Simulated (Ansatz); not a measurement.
`BC(=C)[O][InH2]` + `[SiH3]N[SiH3]` → `[SiH3][N]([SiH3])[InH2]` + `BC(=C)O` at 500 K and 1 bar (ligand exchange at the In–O bond).

Computed with Ansatz on PBE0-D4/def2-TZVP structures; ΔE is electronic, products minus reactants. CBS: MP2 limit from def2 TZ/QZ plus the TZ coupled-cluster correction, frozen cores. This one scheme is used for every species. def2 core potentials past Kr. For In outer-core shells are correlated without core-valence functions, which leaves a few kJ/mol of doubt a bond. One conformer a species, not always the lowest.

| species | CCSD(T)/CBS energy (Eh) | H − E (kJ/mol) | S (J/(mol·K)) |
| --- | --- | --- | --- |
| `BC(=C)[O][InH2]` | -369.43973 | 231.7 | 443.9 |
| `[SiH3]N[SiH3]` | -637.10515 | 216.0 | 394.7 |
| `[SiH3][N]([SiH3])[InH2]` | -827.51128 | 236.5 | 481.7 |
| `BC(=C)O` | -179.03550 | 213.5 | 337.9 |

H − E and S are ideal-gas, rigid-rotor, harmonic terms from PBE0-D4/def2-TZVP, for one conformer and one mirror image of each species. 1 Eh = 2625.50 kJ/mol, R = 8.31446 J/(mol·K).

By hand: ΔE, ΔH, ΔS and ΔG.

ΔE = (-827.51128) + (-179.03550) − (-369.43973) − (-637.10515) = -0.00190 Eh = -5.0 kJ/mol. Δ(H − E) = 236.5 + 213.5 − 231.7 − 216.0 = 2.3, so ΔH = -2.7 kJ/mol. ΔS = 481.7 + 337.9 − 443.9 − 394.7 = -19.0 J/(mol·K). ΔG = -2.7 − 500 × (-19.0)/1000 = 6.8 kJ/mol.

By hand: the equilibrium constant, and the temperature at which ΔG would vanish if ΔH and ΔS stayed fixed.

log₁₀ K = −ΔG/(RT ln 10) = -0.7. ΔG = 0 at ΔH/ΔS = 142 K, though so small a ΔH makes that figure unsure.

TΔS isn't small against ΔH here. A doubt of 5 kJ/mol in ΔE shifts log₁₀ K by 0.5 here. Other conformers and mirror images would add mixing entropy, several J/(mol·K) or more a flexible species. Modes under 60 cm⁻¹, often nearly free rotors, make the harmonic entropy too high. These are equilibria of isolated gas molecules and say nothing of rates. Largest T1 diagnostic: 0.017 (customary marks: 0.02 for closed shells, 0.045 for open ones).
